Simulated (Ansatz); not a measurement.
`F[CH2][InH2]` + `[SiH3]N[SiH3]` → `[SiH3][N]([SiH3])[InH2]` + `CF` at 500 K and 1 bar (ligand exchange at the In–C bond).

Gas-phase electronic energies from Ansatz, PBE0-D4/def2-TZVP geometries. CBS: MP2 limit from def2 TZ/QZ plus the TZ coupled-cluster correction, frozen cores. This one scheme is used for every species. Elements past krypton have def2 core potentials. For In outer-core shells are correlated without core-valence functions, which leaves a few kJ/mol of doubt a bond.

| species | CCSD(T)/CBS energy (Eh) | H − E (kJ/mol) | S (J/(mol·K)) |
| --- | --- | --- | --- |
| `F[CH2][InH2]` | -330.00580 | 139.9 | 360.1 |
| `[SiH3]N[SiH3]` | -637.10515 | 216.0 | 394.7 |
| `[SiH3][N]([SiH3])[InH2]` | -827.51128 | 236.5 | 481.7 |
| `CF` | -139.63461 | 122.2 | 244.8 |

H − E and S are ideal-gas, rigid-rotor, harmonic terms from PBE0-D4/def2-TZVP. 1 Eh = 2625.50 kJ/mol, R = 8.31446 J/(mol·K).

Question: By hand: ΔE, ΔH, ΔS and ΔG.

Answer: ΔE = (-827.51128) + (-139.63461) − (-330.00580) − (-637.10515) = -0.03494 Eh = -91.7 kJ/mol. Δ(H − E) = 236.5 + 122.2 − 139.9 − 216.0 = 2.8, so ΔH = -88.9 kJ/mol. ΔS = 481.7 + 244.8 − 360.1 − 394.7 = -28.3 J/(mol·K). ΔG = -88.9 − 500 × (-28.3)/1000 = -74.8 kJ/mol.

Question: By hand: the equilibrium constant, and the temperature at which ΔG would vanish if ΔH and ΔS stayed fixed.

Answer: log₁₀ K = −ΔG/(RT ln 10) = 7.8. ΔG = 0 at ΔH/ΔS = 3141 K, far beyond where these terms or the molecules hold.

ΔH outweighs TΔS. A doubt of 5 kJ/mol in ΔE shifts log₁₀ K by 0.5 here. Modes under 60 cm⁻¹, often nearly free rotors, make the harmonic entropy too high. These are equilibria of isolated gas molecules and say nothing of rates. Largest T1 diagnostic: 0.015 (customary marks: 0.02 for closed shells, 0.045 for open ones).
